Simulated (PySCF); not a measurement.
Species: C6H11B.
InChI=1S/C6H11B/c1-4-5-6-7(2)3/h6H2,1-3H3

Torsions of this conformer, `[CH3:1][C:2]#[C:3][CH2:4][B:5]([CH3:6])[CH3:7]`: C3–C4–B5–C6 8°.

The closed-shell ground state was solved at several levels (PySCF, density fitting, gas phase, non-relativistic). One conformer (not necessarily the lowest) at the PBE0-D3(BJ)/def2-SVP geometry, without solvent, vibrations or thermal averaging.

| level | basis functions | HOMO (eV) | LUMO (eV) | gap (eV) | dipole (D) |
| --- | --- | --- | --- | --- | --- |
| wB97X-D/def2-SVPD | 228 | -8.67 | 1.62 | 10.29 | 0.22 |
| PBE0/pcSseg-1 | 174 | -6.81 | -0.31 | 6.50 | 0.26 |

(1) Estimate the row for B3LYP/pcJ-1, a basis of 299 functions; the other rows only guide the guess.

(2) Over all these levels, which gives the widest orbital gap and which the narrowest?

(3) How far do the dipole and the HOMO energy spread over the levels?

## Answers

(1) HOMO -6.58 eV, LUMO -0.52 eV, gap 6.06 eV, dipole 0.22 D.

(2) wB97X-D/def2-SVPD (range-separated hybrid) has the widest, 10.29 eV, and B3LYP/pcJ-1 (global hybrid, 20 % exact exchange) the narrowest, 6.06 eV. Functional and basis both differ between the two, so the spread mixes both effects.

(3) The dipole runs from 0.22 to 0.26 D (mean 0.23 D) and the HOMO from -8.67 to -6.58 eV.
